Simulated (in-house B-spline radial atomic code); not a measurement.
The numbers below are computed, except where a source is named.
**Softness against transferability: the 3s channel of Mn**

Mn, [Ar] 3d5 4s2, non-relativistic LDA (VWN5), spherical and spin-unpolarised, from a B-spline radial code for spherical atoms (atomic units). The all-electron 3s level is ε = -3.076637 hartree, its outermost node lies just inside 0.35 bohr and its outer maximum at 0.74 bohr.

Troullier-Martins pseudo-orbitals are made for several radii. The cutoffs (hartree) are the plane-wave energies beyond which the orbital holds less than the named kinetic energy per electron. The phase error is the difference, pseudo minus all-electron, of arctan(R P'/P) at R = 1.34 bohr for all radii, half a hartree below and above the level.

```tsv
r_c (bohr)	V_l(0) (hartree)	cutoff for 10 mEh	for 1 mEh	for 0.1 mEh	phase error at ε − 0.5 (mrad)	at ε + 0.5 (mrad)
0.56	-44.51	134	> 450	> 450	-4.6	-0.8
0.65	-4.79	86.1	186	389	-2.3	-0.4
0.74	7.88	65.4	96.9	174	-1.7	-0.3
0.84	6.99	63.2	93.6	166	-1.9	-0.3
0.94	3.11	53.7	81.9	142	-3.1	-0.5
1.04	0.01	31.4	69.1	117	-6.0	-1.0
```

Which radius needs the lowest cutoff for 1 mEh while both phase errors stay within 3.2 mrad?

The radii within that limit are 0.65, 0.74, 0.84, 0.94 bohr; of these r_c = 0.94 needs the least, 81.9 hartree, that is 164 Ry or 2229 eV.
